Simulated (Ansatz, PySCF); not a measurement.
Reaction (SMILES): C=C (C2H4) -> [CH]=C + H atom (the C-H bond at the site shown breaks; other sites are not compared here)
Structures are relaxed separately at B3LYP-D3(BJ)/def2-TZVP in Ansatz (an electronic-structure program). Markedly spin-contaminated UHF reference, which strains HF, MP2 and, less, CCSD(T): [CH]=C.

Property: bond dissociation energy (enthalpy at 298 K, with B3LYP-D3(BJ) rigid-rotor harmonic-oscillator terms from PySCF), in kcal/mol. Cores are frozen in the correlated levels unless marked. Open shells are spin-unrestricted. No spin-orbit coupling. No relativistic terms. CBS marks a two-point X^-3 extrapolation of the correlation energy; Hartree-Fock from the larger set.

```csv
level,program,bond dissociation energy (kcal/mol)
HF/aug-cc-pVDZ,Ansatz,82.6
HF/def2-SVPD,Ansatz,83.2
HF/def2-TZVPD,PySCF,82.9
HF/def2-QZVPP,Ansatz,83.2
BLYP/def2-TZVPD,Ansatz,106.1
TPSS-D4/def2-TZVPD,PySCF + dftd4,108.1
B97M-V/def2-TZVPD,Ansatz,108.2
PBE0/def2-SVP,Ansatz,106.5
PBE0-D4/def2-TZVP,Ansatz + dftd4,106.5
LC-wPBE-D3(BJ)/def2-TZVPD,Ansatz + dftd3,106.3
LC-wPBE-D4/def2-TZVPD,Ansatz + dftd4,106.4
wB97M-V/def2-TZVPD,Ansatz,110.1
wB97X/def2-TZVPD,Ansatz,108.7
B2GP-PLYP-D3(BJ)/def2-TZVPD,Ansatz + dftd3,108.7
SCS-MP2/aug-cc-pVDZ,Ansatz,112.9
SCS-MP2/def2-TZVPP,Ansatz,117.2
SCS-MP2/def2-QZVPP,Ansatz,118.6
CCSD/aug-cc-pVDZ,Ansatz,105.9
CCSD(T)/def2-SVP,Ansatz,107.0
CCSD(T)/cc-pVTZ,Ansatz,109.6
"CCSD(T)/CBS(cc-pVTZ,cc-pVQZ)",Ansatz,110.8
```
